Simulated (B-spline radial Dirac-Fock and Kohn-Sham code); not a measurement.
Model: Dirac-Fock (average of configuration) total-energy differences with a finite nucleus, the Breit interaction including its frequency dependence, and self-energy and vacuum-polarisation corrections. Program: a B-spline atomic structure program. Free neutral atoms.

Question: Order these X-ray lines by photon energy, lowest first.
A. Re Kβ1
B. La Kβ2'
C. Cs Kβ1
D. Ce Kβ2'
E. Tm Kα2
F. Tb Kβ2''

Answer: C (34980.8 eV), B (38719.2 eV), D (40223.0 eV), E (49769.5 eV), F (51668.2 eV), A (69300.1 eV).

Values without a named source are computed, but for edge energies of neutral atoms, which are taken from tables.
